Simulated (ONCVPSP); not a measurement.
What one change does to a pseudopotential (tungsten, ONCV)

| Quantity | Value |
| --- | --- |
| Element | W (Z = 74) |
| Generator | ONCVPSP 4.0.1 |
| Type | optimised norm-conserving Vanderbilt (ONCV) |
| Functional | PBEsol |
| Relativity | scalar-relativistic |
| Frozen core | [Kr] 4d10 |
| Valence charge | 28 |
| Reference configuration | 4f14 5s2 5p6 5d4 6s1.75 6p0.25 |
| Partial waves | 5s+6s: rc 1.40 bohr, ncon 3, nbas 6, qcut 6.7 1/bohr, 2 projectors; 5p+6p: rc 1.80 bohr, ncon 5, nbas 9, qcut 9.5 1/bohr, 2 projectors; 5d: rc 2.40 bohr, ncon 4, nbas 9, qcut 5.4 1/bohr, 2 projectors, debl 0.4 Ha; 4f: rc 1.10 bohr, ncon 4, nbas 8, qcut 16.8 1/bohr, 2 projectors, debl 2 Ha |
| Local potential | polynomial inside 0.85 bohr (lpopt 5, dvloc0 6 Ha) |
| Core correction | Teter function, fcfact 4.25, rcfact 1.6 |

All-electron outer shells of the reference configuration (PBEsol, scalar-relativistic, ld1.x):

| shell | level (eV) | outermost node (bohr) | outermost maximum (bohr) |
| --- | --- | --- | --- |
| 4p | -423.71 | 0.24 | 0.44 |
| 4d | -238.69 | 0.22 | 0.45 |
| 5s | -79.53 | 0.53 | 0.96 |
| 5p | -43.64 | 0.57 | 1.09 |
| 4f | -33.66 | – | 0.43 |
| 6s | -6.03 | 1.28 | 2.64 |
| 5d | -4.89 | 0.63 | 1.49 |
| 6p | -1.55 | 1.54 | 3.70 |

Change: f: rc 1.28.

Cutoffs: the cutoffs (Ha) at which the residual kinetic energy of the hardest occupied pseudo-wave falls to 1 and 0.1 mHa per electron; they do not see the model core or the augmentation charge, which bear on the density cutoff. Errors are all-electron minus pseudo energies relative to the spin-unpolarised reference configuration.

Task: Predict the effect on cutoff, ghosts and configuration errors.

Result: The potential gets softer (117 Ha and 128 Ha → 104 Ha and 114 Ha); both files keep a bound ghost (s); the errors of the 3 common tests hardly move. A larger radius leaves more room for a smooth pseudo-wave, so fewer plane waves are needed.

| quantity | base | changed |
| --- | --- | --- |
| cutoff, loose | 117 Ha | 104 Ha |
| cutoff, tight | 128 Ha | 114 Ha |
| loose cutoff by channel | s 20 Ha, p 29 Ha, d 11 Ha, f 117 Ha | s 20 Ha, p 29 Ha, d 11 Ha, f 104 Ha |
| bound ghosts | s | s |
| GHOST(+) flags under 300 eV | d at 166.7 eV, p at 210.5 eV | d at 166.7 eV, p at 210.5 eV |
| tests with a reliable result | 3 of 4 | 3 of 4 |
| error for 4f14 5s2 5p6 5d4 6s2 6p0, meV [ΔE -1.11 eV] | +0.3 | +0.3 |
| error for 4f14 5s2 5p6 5d4 6s1 6p0, meV [ΔE 7.81 eV] | -2.6 | -2.6 |
| error for 4f14 5s2 5p6 5d4 6s0 6p0, meV [ΔE 23.51 eV] | -8.1 | -8.2 |
| s: phases at 1.42 bohr within 0.05 rad from the reference energy up to (Ha; the scan ends near 5) | to the end of the scan | to the end of the scan |
| p: phases at 1.83 bohr within 0.05 rad from the reference energy up to (Ha; the scan ends near 5) | to the end of the scan | to the end of the scan |
| d: phases at 2.44 bohr within 0.05 rad from the reference energy up to (Ha; the scan ends near 5) | to the end of the scan | to the end of the scan |
| rms error of d²Exc/dni dnj with the model core, mHa | 1.08 | 1.23 |

 A true bound ghost makes a file unfit for plane-wave use even where its test errors are small: the radial tests pick states by their node count and pass the ghost by.
